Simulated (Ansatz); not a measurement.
Start from `F[SiH2]N[SiH](F)F` and change one atom or group to get `C[SiH](F)N[SiH2]F`.

Ansatz, PBE0-D4/def2-TZVP geometries, multiplicity 1. Each molecule was computed in one conformer, which needn't be the lowest.

```tsv
property	`F[SiH2]N[SiH](F)F`
HOMO energy (PBE/def2-TZVPP) / eV	-7.58
HOMO energy (B3LYP/def2-TZVPP) / eV	-8.79
size of the dipole moment (PBE/def2-TZVPP) / D	1.39
size of the dipole moment (ωB97M-V/def2-TZVPP) / D	1.46
LUMO energy (B3LYP/def2-TZVPP) / eV	0.02
LUMO energy (PBE0/def2-TZVPP) / eV	0.28
```

Problem. Give the same properties after the change, and the shifts. (Estimate.)

Solution. Computed: 
| property | `C[SiH](F)N[SiH2]F` | shift |
| --- | --- | --- |
| HOMO energy (PBE/def2-TZVPP) / eV | -7.13 | 0.45 |
| HOMO energy (B3LYP/def2-TZVPP) / eV | -8.29 | 0.50 |
| size of the dipole moment (PBE/def2-TZVPP) / D | 1.70 | 0.31 |
| size of the dipole moment (ωB97M-V/def2-TZVPP) / D | 1.67 | 0.21 |
| LUMO energy (B3LYP/def2-TZVPP) / eV | 0.19 | 0.17 |
| LUMO energy (PBE0/def2-TZVPP) / eV | 0.46 | 0.18 |

With PBE0 the HOMO rises by 0.51 eV and the LUMO rises by 0.18 eV, so the gap narrows by about 0.33 eV. PBE moves the HOMO by 0.45 eV and ωB97M-V by 0.54 eV. The zero-point energy changes by 88.2 kJ/mol with +9 modes. Dipoles are sizes alone; their direction can turn.

B3LYP here is the variant with VWN-RPA as its local correlation; programs differ in this.
